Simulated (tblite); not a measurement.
Compound: C2H7BN2.
Bonds: C1–C2, C2–N3 (triple), N3–B4, B4–N5. Hydrogens: H6, H7, H8 on C1; H9, H10 on B4; H11, H12 on N5.
Bond orders are those of one Lewis drawing.

Computed with GFN2-xTB (tblite), gas phase: Langevin dynamics at 300 K from the optimised GFN2-xTB geometry, time step 0.5 fs, friction 0.01 fs⁻¹, 2000 steps. Over the second half of the run the saved frames average 289 K.

The optimised geometry, where the run starts:
```
atom  x, y, z in Å
C1      2.303    0.366    0.166
C2      0.965   -0.083    0.417
N3     -0.115   -0.433    0.605
B4     -1.651   -0.610    0.430
N5     -2.003    0.194   -0.766
H6      2.281    1.240   -0.487
H7      2.786    0.634    1.106
H8      2.874   -0.427   -0.317
H9     -1.786   -1.780    0.273
H10    -2.102   -0.178    1.442
H11    -1.645   -0.120   -1.655
H12    -1.906    1.195   -0.695
```

t = 125 fs, T = 254 K, E(pot) 0.356 eV above the start
```
atom  x, y, z in Å  |  force x, y, z in eV/Å
C1      2.170    0.344    0.091   -1.733  -1.672  -0.730
C2      0.745    0.167    0.446   -2.788  -0.031   2.262
N3     -0.315    0.087    0.981    4.187   0.222  -2.411
B4     -2.222   -0.138    0.564   -0.328   0.862   0.108
N5     -2.426    0.765   -0.514    0.755   1.121  -0.797
H6      2.295    0.536   -0.979   -0.162   0.021   0.114
H7      2.521    1.165    0.646    0.627   0.808   0.726
H8      2.683   -0.613    0.315   -0.152   0.630   0.082
H9     -2.150   -1.262    0.333    0.009  -0.643  -0.219
H10    -2.671    0.224    1.592    0.209  -0.029   0.040
H11    -2.136    0.565   -1.476   -0.168  -0.290   0.550
H12    -2.295    1.786   -0.407   -0.455  -0.998   0.276
```

t = 325 fs, T = 294 K, E(pot) 0.187 eV above the start
```
atom  x, y, z in Å  |  force x, y, z in eV/Å
C1      1.515    0.619   -0.158   -1.125  -0.113   0.310
C2      1.153    0.175    1.179    0.619  -1.300   1.146
N3      1.034   -0.472    2.135   -0.133   1.574  -1.446
B4     -3.866   -0.328    0.437    0.383   0.254   0.289
N5     -3.071    0.743    0.030    0.134  -0.388   0.667
H6      0.578    0.737   -0.730    0.418   0.267   0.131
H7      2.178    1.473   -0.261   -0.273   0.070   0.379
H8      2.008   -0.251   -0.541    0.485  -0.499  -0.532
H9     -5.025   -0.158    0.164    0.602  -0.643   0.212
H10    -3.310   -1.227    1.070   -0.803   0.799  -0.721
H11    -3.448    1.572   -0.367   -0.419   0.403  -0.398
H12    -2.138    0.946    0.355    0.113  -0.424  -0.038
```

t = 350 fs, T = 338 K, E(pot) 0.125 eV above the start
```
atom  x, y, z in Å  |  force x, y, z in eV/Å
C1      1.341    0.664   -0.087   -0.620   0.388   1.889
C2      1.196    0.045    1.265    0.126   0.751  -2.421
N3      0.986   -0.496    2.241    0.029  -0.190   0.694
B4     -3.897   -0.376    0.393    1.511  -0.130  -0.421
N5     -3.143    0.733    0.039    0.795   0.246  -0.556
H6      0.343    0.756   -0.526    0.189   0.086   0.145
H7      1.829    1.640   -0.005   -0.335   0.025   0.214
H8      1.956    0.107   -0.734    0.623  -1.060  -0.528
H9     -5.036   -0.179    0.444   -0.281  -0.427   0.272
H10    -3.182   -1.383    0.490   -1.212   0.790   0.086
H11    -3.437    1.672   -0.204   -0.423  -0.290   0.263
H12    -2.151    0.674   -0.194   -0.403  -0.186   0.364
```

t = 525 fs, T = 304 K, E(pot) 0.065 eV above the start
```
atom  x, y, z in Å  |  force x, y, z in eV/Å
C1      1.018    0.438    0.747    0.861   0.520  -0.114
C2      1.297   -0.612    1.754   -0.404   1.921  -1.391
N3      1.414   -1.400    2.564    0.210  -0.508   0.398
B4     -3.216   -0.279   -0.027    0.185   0.539   0.349
N5     -3.190    0.987    0.518   -1.573   0.861   0.208
H6      0.804    1.459    1.204    0.212  -1.425  -0.181
H7      1.898    0.634    0.017   -1.313  -0.701   1.198
H8      0.126    0.106    0.192    0.411   0.188   0.088
H9     -2.240   -0.901   -0.080    0.293  -0.126  -0.183
H10    -4.245   -0.638   -0.374   -0.554  -0.504  -0.183
H11    -2.386    1.535    0.751    0.266  -0.013   0.229
H12    -4.077    1.523    0.706    1.405  -0.751  -0.418
```

t = 575 fs, T = 271 K, E(pot) 0.122 eV above the start
```
atom  x, y, z in Å  |  force x, y, z in eV/Å
C1      0.881    0.288    0.875   -0.799  -1.000   0.127
C2      1.302   -0.683    1.810   -0.432  -2.350   1.891
N3      1.504   -1.520    2.582    0.043   1.268  -1.084
B4     -3.054   -0.189   -0.321    1.621   2.011   0.754
N5     -3.280    0.978    0.403   -0.216  -0.263  -0.430
H6      0.743    1.178    1.371   -0.372   2.213   1.273
H7      1.682    0.397    0.242    1.675   0.351  -2.034
H8     -0.046    0.060    0.369   -0.114  -0.486  -0.159
H9     -1.969   -0.352   -0.718    0.097  -0.162  -0.181
H10    -3.894   -0.884   -0.421   -1.657  -1.588  -0.340
H11    -2.628    1.738    0.511   -0.010  -0.070   0.074
H12    -4.209    1.209    0.720    0.164   0.076   0.108
```

t = 775 fs, T = 243 K, E(pot) 0.061 eV above the start
```
atom  x, y, z in Å  |  force x, y, z in eV/Å
C1      0.559    0.412    0.731    1.733   0.155   0.349
C2      1.286   -0.536    1.545   -0.867   0.110  -0.801
N3      1.911   -1.316    2.085    0.462  -0.537   0.634
B4     -3.014    0.556   -0.935   -0.418   0.275   0.193
N5     -3.217    0.680    0.427    1.036  -0.336   1.651
H6     -0.274    0.827    1.247   -0.875  -0.108   0.118
H7      1.306    1.220    0.705   -0.232   0.166  -0.619
H8      0.374   -0.004   -0.261   -0.203   0.216   0.304
H9     -2.383    1.336   -1.532    0.197  -0.020   0.076
H10    -3.654   -0.266   -1.458    0.009  -0.106  -0.225
H11    -2.603    1.215    1.107   -1.215  -0.648  -1.288
H12    -3.726   -0.063    0.932    0.374   0.833  -0.392
```

t = 825 fs, T = 307 K, E(pot) 0.021 eV above the start
```
atom  x, y, z in Å  |  force x, y, z in eV/Å
C1      0.611    0.530    0.715   -0.419  -0.222   0.850
C2      1.382   -0.522    1.356    0.102   0.027   0.798
N3      1.875   -1.387    1.933   -0.258   0.746  -0.649
B4     -2.904    0.454   -0.688   -0.577   0.331   0.868
N5     -3.451    0.440    0.621    1.369   0.178  -0.329
H6     -0.380    0.545    1.230    0.546  -0.043  -0.399
H7      1.007    1.567    0.785    0.115  -1.008  -0.219
H8      0.469    0.150   -0.289   -0.104   0.505  -0.401
H9     -2.551    1.494   -1.141   -0.137  -0.294   0.175
H10    -2.875   -0.518   -1.331    0.014  -0.128   0.069
H11    -3.305    1.279    1.197   -0.415  -0.737  -0.298
H12    -3.524   -0.415    1.181   -0.234   0.646  -0.465
```

t = 925 fs
```
atom  x, y, z in Å
C1      0.648    0.610    1.245
C2      1.433   -0.639    1.328
N3      2.122   -1.527    1.581
B4     -2.686    0.269   -0.083
N5     -3.692    0.057    0.844
H6     -0.366    0.277    1.402
H7      0.909    1.298    2.072
H8      0.745    1.032    0.240
H9     -2.549    1.284   -0.621
H10    -2.072   -0.638   -0.351
H11    -4.411    0.701    1.024
H12    -3.730   -0.695    1.485
```

Question: Estimate the potential energy and the forces of this last frame.

Answer: 0.007 eV above the start.

```
atom  Fx (eV/Å)  Fy (eV/Å)  Fz (eV/Å)
  C1      0.591     -1.217      0.091
  C2      0.700      0.559      0.860
  N3     -0.901      0.773     -0.592
  B4     -0.871      0.152      0.362
  N5      0.781      0.296     -0.507
  H6     -0.592      0.142     -0.089
  H7      0.153     -0.353     -0.687
  H8      0.053      0.110      0.415
  H9     -0.170      0.354     -0.153
 H10      1.017     -0.906     -0.184
 H11     -0.726      0.969      0.281
 H12     -0.036     -0.879      0.204
```

The bond farthest from its length at the start is N3–B4 (5.396 against 1.556 Å), and half the difference of its two atoms' forces along it is -0.26 eV/Å (positive lengthens). The largest atomic force is 1.37 eV/Å. In the last frame a distance test finds a bond of the start structure stretched past its limit or a new contact within bonding range.

The cost below is that of the whole dynamics run. The run took 6.0 s of wall time on one thread of an AMD EPYC 7R13, shared host with 128 logical CPUs at a one-minute load of 66, and the process peaked at 0.18 GiB of memory.
